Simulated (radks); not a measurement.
Results of a calculation; reference values are marked as such.
Effect of the nuclear size on the scandium ion Sc+, [Ar] 3d1 4s1. Code: a radial shooting solver on a logarithmic mesh with Libxc functionals. Model: Dirac Kohn-Sham, BLYP, spin-unpolarised, spherical densities, finite nucleus; open shells are shared between the two j in proportion to 2j + 1; Fermi nuclear charge, rms radius 3.5459 fm. The rms radius is varied about that value; shifts are against it.

rms radius (fm) = 2.9786: total energy shift (eV) -0.0114; density at nucleus (e/bohr^3) 7299; 1s1/2 shift (meV) -4.83; 2s1/2 shift (meV) -0.393; 2p1/2 shift (meV) 0.056
rms radius (fm) = 3.28: total energy shift (eV) -0.00561; density at nucleus (e/bohr^3) 7279; 1s1/2 shift (meV) -2.37; 2s1/2 shift (meV) -0.193; 2p1/2 shift (meV) 0.027
rms radius (fm) = 3.5459: total energy shift (eV) 0; density at nucleus (e/bohr^3) 7263; 1s1/2 shift (meV) 0.000; 2s1/2 shift (meV) 0.000; 2p1/2 shift (meV) 0.000
rms radius (fm) = 3.7267: total energy shift (eV) 0.00405; density at nucleus (e/bohr^3) 7253; 1s1/2 shift (meV) 1.71; 2s1/2 shift (meV) 0.139; 2p1/2 shift (meV) -0.020
rms radius (fm) = 3.9359: total energy shift (eV) 0.00899; density at nucleus (e/bohr^3) 7242; 1s1/2 shift (meV) 3.80; 2s1/2 shift (meV) 0.309; 2p1/2 shift (meV) -0.044

Slopes of the eigenvalues against <r^2> in GHz/fm^2, as finite differences over the two radii next to the reference (eigenvalue slopes, not the field-shift constants of lines): 1s1/2 315, 2s1/2 25.6, 2p1/2 -3.65.
